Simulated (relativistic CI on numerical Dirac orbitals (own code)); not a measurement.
What each ingredient does to the levels of Ca¹⁶⁺

Base calculation: Dirac-Coulomb-Breit CI, separate exchange-only KLI orbitals for each configuration, QED by a radiative potential, unscaled Slater integrals.

Configuration list (outside the closed core 1s2): 2s², 2s2p, 2p², 2p3s, 2p3p, 2s3s, 2s3p, 2s3d, 2s4s, 2s4p, 2s4d, 2s4f, 3s², 3s3p, 3p². Levels of other configurations are missing.

Variants: (1) valence Slater integrals scaled by 0.9; (2) Breit term removed; (3) non-relativistic limit. Shifts of the energy above 2s² ¹S0, in eV, for the lowest level and the first level of each name with at least 55 % of one term (blank where a level changes its place among those of its configuration and J or its character, or is not in the variant):

```
    Level     Base    Δ(1)    Δ(2)    Δ(3)
  2s² ¹S0    0.000   0.000   0.000   0.000
2s2p ³P°0   32.165  -0.266  -0.239  -0.509
2s2p ³P°1   33.556  -0.282  -0.121  -1.900
2s2p ³P°2   36.937  -0.262  +0.052  -5.281
2s2p ¹P°1   65.959  -3.294  -0.040  -4.038
  2p² ³P0   85.819  -0.583  -0.343  -4.166
  2p² ³P1   87.969  -0.516  -0.234  -6.316
  2p² ³P2   90.450  -0.581  -0.016  -8.797
  2p² ¹D2   99.816  -1.385  -0.021  -8.412
  2p² ¹S0  121.567  -3.987  -0.217  -8.211
 2s3s ³S1  618.383  -0.623  +0.190  -3.849
 2s3s ¹S0  624.564  -1.185  +0.174  -3.996
2s3p ³P°0  634.106  -0.934  +0.101  -4.050
2s3p ³P°2  635.481  -0.938  +0.190  -5.425
 2s3d ³D1  643.091  -0.770  +0.223  -5.386
 2s3d ³D2  643.265  -0.778  +0.247  -5.560
 2s3d ³D3  643.551  -0.787  +0.262  -5.846
 2s3d ¹D2  649.722  -1.436  +0.232  -5.664
2p3s ³P°0  659.052  -0.980  -0.039  -4.629
2p3s ³P°1  660.116  -1.054  +0.010  -5.692
2p3s ³P°2  664.036  -0.978  +0.226  -9.612
 2p3p ³D1  668.713  -0.704  -0.062
```

At this charge energies of transitions that change n are usually good to better than 1 %, and those within a shell (Δn = 0) to a few per cent.

Ionisation energy from the two ground configurations alone: base 1080.84 eV; Breit term removed 1081.11 eV. The NIST ASD value (semi-empirical) is 1086.8 eV.

LS names give the leading component of a level, which can be under half, so a name can repeat, a term be missing and a line seem to break the LS rules.
